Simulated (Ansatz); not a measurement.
fac-CrCl3(PH3)3 (CrP₃H₉Cl₃). Charge 0, multiplicity 4. Geometry PBE-D4/def2-SVP, basis def2-TZVP, Ansatz.

```xyz
16

Cr   -0.654   -0.227   -0.638
Cl   -2.821    0.200   -0.013
P     1.691   -0.574   -1.046
H     2.474   -1.465   -0.237
H     2.620    0.519   -1.090
H     1.941   -1.143   -2.326
Cl   -0.470    0.852   -2.655
P    -0.623   -1.216    1.554
H    -1.680   -2.150    1.745
H    -0.793   -0.426    2.741
H     0.480   -2.016    2.007
Cl   -0.710   -2.443   -1.235
P    -0.387    2.027    0.156
H    -1.311    2.928   -0.443
H     0.828    2.763   -0.055
H    -0.586    2.371    1.536
```

```tsv
run	HOMO (eV)	LUMO (eV)
A	-5.27	-3.17
B	-6.71	-2.51
C	-5.82	-2.94
D	-6.83	-2.34
E	-7.11	-2.13
```

B3LYP takes the VWN-RPA correlation. HSE06 is defined as in plane-wave codes, on full-range PBE exchange.

HOMO and LUMO are taken over both spins.

Question: The runs used B3LYP, HSE06, PBE, PBE0, r2SCAN. Estimate which is which.

Answer: A PBE (0 % exact exchange); B HSE06 (range-separated); C r2SCAN (0 % exact exchange); D B3LYP (20 % exact exchange); E PBE0 (25 % exact exchange). Exact exchange lowers occupied and raises empty levels; among semilocal functionals meta-GGAs tend to open the gap a little, and such runs are hard to tell apart. The gap grows from 2.10 eV (PBE) to 4.98 eV (PBE0).
